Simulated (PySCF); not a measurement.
**Exercise with solution: entropy of an ideal gas**

MoF6, SMILES [Mo]([F])([F])([F])([F])([F])[F], multiplicity 1.

The structure is a stationary point at PBE-D3(BJ)/def2-SVP. The spin state was assumed, not searched. The isomer is the one that the SMILES or the coordinates give; other isomers of the formula were not compared. The def2 effective core potentials stand for the cores of Mo; spin–orbit coupling is left out.

PBE-D3(BJ)/def2-SVP (PySCF) gives the harmonic wavenumbers 128, 128, 128, 251, 251, 251, 297, 297, 297, 641, 641, 707, 731, 731, 731 cm⁻¹ and the rotational temperatures 0.0940, 0.0940, 0.0940 K. The molar mass is 209.94 g/mol, the symmetry number 24, the spin multiplicity 1.

Work out the entropy at 298.15 K and 1 atm in the rigid-rotor, harmonic-oscillator model.


Translation (Sackur–Tetrode at 1 atm): S = R[1.5 ln M + 2.5 ln T − 1.16487] = 175.4 J/(mol K).
Rotation: q = (√π/σ) T^1.5/√(θA θB θC) = 13200, S = R[ln q + 3/2] = 91.4 J/(mol K).
Vibration: with u = 1.4388 ν/T, each mode gives R[u/(e^u − 1) − ln(1 − e^−u)]:
```csv
ν (cm⁻¹),modes,u,S (J/(mol K))
128,3,0.62,37.35
251,3,1.21,21.63
297,3,1.43,18.00
641,2,3.09,3.22
707,1,3.41,1.25
731,3,3.53,3.41
```
These are all the modes. Sum 84.9 J/(mol K).
Spin: R ln 1 = 0.0 J/(mol K).
Total 351.6 J/(mol K); the program's own thermochemistry gives 351.5. Translation makes up 50 % and vibration 24 %. Anharmonicity, hindered rotation and orbital degeneracy are left out.
